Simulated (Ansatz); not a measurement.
CH5ClGeOSi can be A, `[CH3][Ge]1([Cl])[O][SiH2]1`, or B, `[SiH3][C@H]1[O][Ge@@H]1[Cl]`.

Computed with Ansatz on PBE0-D4/def2-TZVP structures; ΔE is electronic, products minus reactants. CCSD(T)/CBS adds triple-zeta CCSD(T) − MP2 to the extrapolated MP2 energy (def2 sets, frozen cores). DFT in def2-TZVPP. For Ge outer-core shells are correlated without core-valence functions, which leaves a few kJ/mol of doubt a bond. Scalar relativity is left out up to krypton.

**Question.** Which isomer does CCSD(T)/CBS put lower? Give the gap. (An estimate is asked.)

**Answer.** Ansatz gave: A, by 52.4 kcal/mol.

**Question.** Give E(B) − E(A) in kcal/mol with HF/def2-TZVPP, PBE-D4, MP2/def2-TZVPP, B2PLYP, r2SCAN-D4, CCSD/def2-TZVPP, CCSD(T)/def2-TZVPP. (Estimate.)

**Answer.** Computed: HF/def2-TZVPP 53.1, PBE-D4 51.4, MP2/def2-TZVPP 53.6, B2PLYP 53.0, r2SCAN-D4 53.4, CCSD/def2-TZVPP 52.2, CCSD(T)/def2-TZVPP 51.8. None reverses the order clearly.

Largest T1 diagnostic: 0.013.

From PBE to PBE0 (25 % exact exchange), in def2-TZVPP and without D4, E(B) − E(A) moves by +1.2 kcal/mol.
